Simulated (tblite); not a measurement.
Parent: `[CH3:1]/[C:2]([C:3]#[N:4])=[N:5]/[SiH2:6][CH:7]=[O:8]` with C2–N5–Si6–C7 -123°, N5–Si6–C7–O8 155°, C4H6N2OSi.

The geometries are computed with GFN2-xTB (gas phase). One conformer each, not checked by frequencies here.

```csv
coordinate of the parent,value
C1–C2,1.495 Å
C2–C3,1.432 Å
C3≡N4,1.146 Å
C2=N5,1.262 Å
N5–Si6,1.708 Å
Si6–C7,1.923 Å
C7=O8,1.202 Å
C1–C2–C3,115.3°
C1–C2–N5,122.0°
C3–C2–N5,122.7°
C2–C3–N4,178.5°
C2–N5–Si6,138.1°
N5–Si6–C7,100.9°
Si6–C7–O8,122.8°
```

Question: How does the shared frame change in `[CH3:1][O:2][Si@H:3]([CH:4]=[O:5])/[N:6]=[C:7](/[CH3:8])[C:9]#[N:10]` with C1–O2–Si3–C4 -52°, O2–Si3–C4–O5 30°, O2–Si3–N6–C7 -2°, C5H8N2O2Si? Atoms pair as C1 = C8, C2 = C7, C3 = C9, N4 = N10, N5 = N6, Si6 = Si3, C7 = C4, O8 = O5 (parent first).

Answer: 
```tsv
parent	relative	value in the relative	change
C1–C2	C8–C7	1.496 Å	+0.001
C2–C3	C7–C9	1.433 Å	+0.001
C3≡N4	C9≡N10	1.146 Å	0.000
C2=N5	C7=N6	1.262 Å	0.000
N5–Si6	N6–Si3	1.708 Å	0.000
Si6–C7	Si3–C4	1.925 Å	+0.002
C7=O8	C4=O5	1.206 Å	+0.004
C1–C2–C3	C8–C7–C9	114.7°	-0.6
C1–C2–N5	C8–C7–N6	121.7°	-0.3
C3–C2–N5	C9–C7–N6	123.7°	+1.0
C2–C3–N4	C7–C9–N10	179.4°	+0.9
C2–N5–Si6	C7–N6–Si3	136.0°	-2.1
N5–Si6–C7	N6–Si3–C4	104.4°	+3.5
Si6–C7–O8	Si3–C4–O5	121.8°	-1.0
```

Of the parent's bonds, C7–O8 changes most (+0.004 Å). Bonds of the relative outside the shared frame: C1–O2 1.405, O2–Si3 1.613 Å. Point group C1 → C1.
